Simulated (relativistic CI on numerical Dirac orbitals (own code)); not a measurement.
Computed by Dirac-Coulomb-Breit CI, separate exchange-only KLI orbitals for each configuration, a model potential for QED, unscaled Slater integrals (own radial code, finite nucleus).

The strongest absorption lines from the ground level of an ion, among the configurations computed and to levels below about 213 eV (vacuum wavelength in nm, gf): 6.6609 (0.059), 6.7187 (0.05), 6.8216 (0.083), 7.0941 (0.063), 7.1729 (0.2), 7.1846 (0.26), 7.2597 (0.4), 7.5665 (0.14).

Task: Which ion is it?
A. Pt³⁷⁺
B. Hf³³⁺
C. Tm²⁸⁺
D. Hf³¹⁺

Result: D. Hf³¹⁺ has 41 electrons and the ground level 4s²4p⁶4d⁵ ⁴P5/2; the strongest line goes to 4s²4p⁵4d⁶ ⁶P°5/2. The pattern of lines fixes the number of electrons, and along that sequence the line energies rise steadily with the charge (about as its square where n changes within one kind of shell, about linearly where n is kept but much faster in heavy ions where fine structure, which grows about as Z⁴, sets the gap, and irregularly where shells cross), which fixes Z. Configurations outside the model, such as inner-shell arrays, can give stronger lines. At this charge energies of transitions that change n are usually good to better than 1 %, and those within a shell (Δn = 0) to a few per cent. Terms inside the open d or f shell come out 10 to 20 % too wide with unscaled integrals.

LS names give the leading component of a level, which can be under half, so a name can repeat, a term be missing and a line seem to break the LS rules.
